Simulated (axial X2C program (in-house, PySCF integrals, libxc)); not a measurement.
# Outer orbitals of MnO⁺ at 1.719 Å, PBE0

Computed with an in-house relativistic program for diatomic molecules. Spin-free means the one-electron spin-free X2C Hamiltonian; two-component (2c) means X2C with spin–orbit coupling and atomic mean-field two-electron Coulomb and Gaunt terms, so the difference of the two also holds small scalar two-electron terms. Basis: Mn dyall-cv3z [9s10p6d3f2g], O dyall-av3z [7s6p3d2f] (cores contracted in-house); Gaussian nuclei, density fitting, unrestricted open shells. Masses: Mn 54.938 u, O 15.995 u.

The distance is close to the 2c PBE0 minimum; the highest filled and lowest empty levels are listed.

Spin-free orbitals, state M_S = 2, Λ = 1 (beyond evenly filled blocks: σα, π+α, δ+α, δ-α) (Löwdin shares):

```json
{"symmetry": "σβ", "occupied": "yes", "ε (eV)": "-33.05", "atomic character": "81% O s, 8% Mn d, 6% Mn p"}
{"symmetry": "σα", "occupied": "yes", "ε (eV)": "-31.34", "atomic character": "79% O s, 9% Mn d, 6% Mn p"}
{"symmetry": "π+α", "occupied": "yes", "ε (eV)": "-18.88", "atomic character": "86% Mn d, 12% O p"}
{"symmetry": "σα", "occupied": "yes", "ε (eV)": "-18.74", "atomic character": "69% Mn d, 24% O p, 5% O s"}
{"symmetry": "δ+α", "occupied": "yes", "ε (eV)": "-18.46", "atomic character": "100% Mn d"}
{"symmetry": "δ-α", "occupied": "yes", "ε (eV)": "-18.43", "atomic character": "100% Mn d"}
{"symmetry": "π-α", "occupied": "yes", "ε (eV)": "-18.41", "atomic character": "91% Mn d, 7% O p"}
{"symmetry": "σβ", "occupied": "yes", "ε (eV)": "-17.14", "atomic character": "79% O p, 14% Mn d, 4% O s"}
{"symmetry": "π-β", "occupied": "yes", "ε (eV)": "-16.91", "atomic character": "86% O p, 11% Mn d"}
{"symmetry": "π+β", "occupied": "yes", "ε (eV)": "-16.91", "atomic character": "86% O p, 11% Mn d"}
{"symmetry": "σα", "occupied": "yes", "ε (eV)": "-14.78", "atomic character": "56% O p, 22% Mn s, 18% Mn d"}
{"symmetry": "π+α", "occupied": "yes", "ε (eV)": "-14.50", "atomic character": "79% O p, 14% Mn d, 6% Mn p"}
{"symmetry": "π-α", "occupied": "no", "ε (eV)": "-10.75", "atomic character": "79% O p, 12% Mn p, 8% Mn d"}
{"symmetry": "σα", "occupied": "no", "ε (eV)": "-9.73", "atomic character": "43% Mn s, 30% Mn p, 16% O p"}
{"symmetry": "σβ", "occupied": "no", "ε (eV)": "-9.13", "atomic character": "48% Mn s, 34% Mn d, 10% O p"}
{"symmetry": "δ+β", "occupied": "no", "ε (eV)": "-8.87", "atomic character": "99% Mn d"}
{"symmetry": "δ-β", "occupied": "no", "ε (eV)": "-8.87", "atomic character": "99% Mn d"}
```

Spinors with spin–orbit coupling (state Ω = 1):

| ω | occupied | ε (eV) | atomic character | λ mixture |
| --- | --- | --- | --- | --- |
| -1/2 | yes | -33.05 | 81% O s, 8% Mn d, 6% Mn p | 100% σ |
| 1/2 | yes | -31.35 | 79% O s, 9% Mn d, 6% Mn p | 100% σ |
| -1/2 | yes | -18.90 | 86% Mn d, 12% O p | 100% π |
| 1/2 | yes | -18.75 | 69% Mn d, 24% O p, 5% O s | 100% σ |
| -3/2 | yes | -18.50 | 100% Mn d | 100% δ |
| 5/2 | yes | -18.39 | 100% Mn d | 100% δ |
| 3/2 | yes | -18.39 | 91% Mn d, 7% O p | 100% π |
| -1/2 | yes | -17.14 | 79% O p, 14% Mn d, 4% O s | 100% σ |
| 1/2 | yes | -16.92 | 86% O p, 11% Mn d | 100% π |
| -3/2 | yes | -16.90 | 86% O p, 11% Mn d | 100% π |
| 1/2 | yes | -14.78 | 56% O p, 22% Mn s, 18% Mn d | 100% σ |
| -1/2 | yes | -14.51 | 79% O p, 14% Mn d, 6% Mn p | 100% π |
| 3/2 | no | -10.74 | 79% O p, 11% Mn p, 8% Mn d | 100% π |
| 1/2 | no | -9.73 | 43% Mn s, 30% Mn p, 16% O p | 100% σ |
| -1/2 | no | -9.13 | 47% Mn s, 34% Mn d, 10% O p | 100% σ |
| 3/2 | no | -8.91 | 99% Mn d | 100% δ |

Mulliken charges and populations of the two-component result (they depend on the basis, above all on diffuse functions):

Mn 1.51 e (s 6.28 p 12.05 d 5.15), O -0.51 e (s 4.05 p 4.42 d 0.03). ⟨Lz⟩ = -1.00 ħ and ⟨Sz⟩ = 2.00 ħ (2.41 and -0.41 on the two atoms), which add up to Ω.

One determinant describes the state; a PBE0 search over occupations chose it and may have missed a lower one. Density functionals use the spin component along the axis (collinear). Without a current term, density functionals place determinants with orbital angular momentum somewhat too high. With several unpaired electrons one determinant need not be a pure state. Open-shell Ω = 0 determinants with evenly filled partner blocks cannot be reached by this program, so the Ω shown need not be the lowest component. The determinant is spin-polarised beyond a pure state at some levels (its spin-free form has ⟨S²⟩ too high), which makes Re and μ there less reliable.
